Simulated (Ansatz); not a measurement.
Reaction (formal exchange of groups at a C–Si bond): `C[SiH]([GeH3])C#N` + propane → `CC(C)C#N` + `C[SiH2][GeH3]`

Isolated molecules relaxed with PBE0-D4/def2-TZVP in Ansatz; ΔE leaves out vibrations. CBS: MP2 limit from def2 TZ/QZ plus the TZ coupled-cluster correction, frozen cores. Functionals use def2-TZVPP. For Ge outer-core shells are correlated without core-valence functions, which leaves a few kJ/mol of doubt a bond. Scalar relativity is left out up to krypton.

```csv
level,ΔE (kcal/mol)
r2SCANh-D4,10.8
CCSD(T)/def2-SVP,9.0
```

(1) What does CCSD(T)/CBS give? (An estimate is asked.)

Largest T1 diagnostic among the species: 0.012.

Results:

(1) Ansatz gave: +11.5 kcal/mol. The listed levels differ from it by -0.7, -2.5 kcal/mol.

At CCSD(T), def2-SVP lies −2.5 kcal/mol from the extrapolated value and def2-TZVPP −0.3 kcal/mol. Leaving LDA and LC-ωPBE aside and taking each functional with its dispersion term where it has one, the values, not all of them listed here, spread over 1.3 kcal/mol, from PBE0-D4 to B2PLYP. LDA lies −2.3 kcal/mol from PBE without D4.
